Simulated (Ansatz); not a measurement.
`O=C=[N][AlH2]` + `N=C[SiH3]` → `N=[C]([AlH2])[SiH3]` + `N=C=O` at 700 K and 1 bar (formal exchange of groups at the Al–N bond).

Calculated with Ansatz (gas phase, PBE0-D4/def2-TZVP geometries, no zero-point term in ΔE). CCSD(T)/CBS adds triple-zeta CCSD(T) − MP2 to the extrapolated MP2 energy (def2 sets, frozen cores). This one scheme is used for every species. Each species was taken in one conformer, which may not be the lowest.

| species | CCSD(T)/CBS energy (Eh) | H − E (kJ/mol) | S (J/(mol·K)) |
| --- | --- | --- | --- |
| `O=C=[N][AlH2]` | -411.17628 | 123.6 | 375.3 |
| `N=C[SiH3]` | -384.79808 | 200.5 | 369.9 |
| `N=[C]([AlH2])[SiH3]` | -627.39428 | 232.9 | 465.1 |
| `N=C=O` | -168.51995 | 89.3 | 283.6 |

H − E and S are ideal-gas, rigid-rotor, harmonic terms from PBE0-D4/def2-TZVP, for one conformer and one mirror image of each species. 1 Eh = 2625.50 kJ/mol, R = 8.31446 J/(mol·K).

Problem. By hand: ΔE, ΔH, ΔS and ΔG.

Solution. ΔE = (-627.39428) + (-168.51995) − (-411.17628) − (-384.79808) = 0.06013 Eh = 157.9 kJ/mol. Δ(H − E) = 232.9 + 89.3 − 123.6 − 200.5 = -1.9, so ΔH = 156.0 kJ/mol. ΔS = 465.1 + 283.6 − 375.3 − 369.9 = 3.5 J/(mol·K). ΔG = 156.0 − 700 × (3.5)/1000 = 153.6 kJ/mol.

Problem. By hand: the equilibrium constant, and the temperature at which ΔG would vanish if ΔH and ΔS stayed fixed.

Solution. log₁₀ K = −ΔG/(RT ln 10) = -11.5. ΔG = 0 at ΔH/ΔS = 44571 K, far beyond where these terms or the molecules hold.

The number of gas molecules stays the same, so ΔS is small and ΔH decides. A doubt of 5 kJ/mol in ΔE shifts log₁₀ K by 0.4 here. Other conformers and mirror images would add mixing entropy, several J/(mol·K) or more a flexible species. Modes under 60 cm⁻¹, often nearly free rotors, make the harmonic entropy too high. These are equilibria of isolated gas molecules and say nothing of rates. Largest T1 diagnostic: 0.018 (customary marks: 0.02 for closed shells, 0.045 for open ones).
